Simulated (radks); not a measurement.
Values are calculated unless marked as measured or tabulated.
Ionisation ladder of rhenium, from Re31+ to Re38+. Each ion is in the ground configuration listed by NIST, and IE = E(next ion) - E(this ion). Level of theory: scalar-relativistic Kohn-Sham, r2SCAN, spin-unpolarised, spherical densities, finite nucleus; meta-GGA in the generalised Kohn-Sham scheme; Fermi nuclear charge, rms radius 5.3698 fm (a radial shooting solver on a logarithmic mesh with Libxc functionals).

species  configuration  IE, Delta-SCF (eV)  -e(HOMO) (eV)  HOMO
Re31+         [Kr] 4d8                   ?         1282.3    4d
Re32+         [Kr] 4d7              1359.8         1334.3    4d
Re33+         [Kr] 4d6                   ?         1386.9    4d
Re34+         [Kr] 4d5                   ?         1440.0    4d
Re35+         [Kr] 4d4              1519.9         1493.6    4d
Re36+         [Kr] 4d3                   ?         1547.8    4d
Re37+         [Kr] 4d2              1629.3         1602.5    4d
Re38+         [Kr] 4d1              1684.8         1657.8    4d

Estimate the withheld Delta-SCF values.

Answer. Re31+: 1307.5 eV (NIST 1294); Re33+: 1412.6 eV (NIST 1402); Re34+: 1466.0 eV (NIST 1454); Re36+: 1574.4 eV (NIST 1583).

Beside tabulated values, note that spin-unpolarised runs miss the spin-polarisation part of the exchange energy of open shells.
